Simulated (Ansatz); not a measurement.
Isolated molecules relaxed with PBE0-D4/def2-TZVP in Ansatz; ΔE leaves out vibrations. CBS: MP2 limit from def2 TZ/QZ plus the TZ coupled-cluster correction, frozen cores. This one scheme is used for every species. DFT in def2-TZVPP. Elements past krypton have def2 core potentials. For Te outer-core shells are correlated without core-valence functions, which leaves a few kJ/mol of doubt a bond. Each species was taken in one conformer, which may not be the lowest.

Consider the formal exchange of groups at a Te–Si bond: `Cl[Si](Cl)(Cl)[TeH]` + `CO[SiH3]` → `[SiH3]OC[TeH]` + `Cl[SiH](Cl)Cl`.

| species | ωB97X-V energy (Eh) |
| --- | --- |
| `Cl[Si](Cl)(Cl)[TeH]` | -1938.68552 |
| `CO[SiH3]` | -406.42440 |
| `[SiH3]OC[TeH]` | -674.42335 |
| `Cl[SiH](Cl)Cl` | -1670.65308 |

(1) Work out ΔE.

Largest T1 diagnostic among the species: 0.012.

Results:

(1) ΔE = (-674.42335) + (-1670.65308) − (-1938.68552) − (-406.42440) = 0.03349 Eh = +0.91 eV. CCSD(T)/CBS gives +0.90 eV.

From PBE to PBE0 (25 % exact exchange), in def2-TZVPP and without D4, ΔE moves by +0.05 eV. The D4 term adds +0.04 eV with B3LYP and +0.02 eV with PBE0; it sums over pairs of atoms, weighted by their polarisabilities, and B3LYP, whose exchange is more repulsive, gets the larger term.

B3LYP here is the variant with VWN-RPA as its local correlation; programs differ in this.
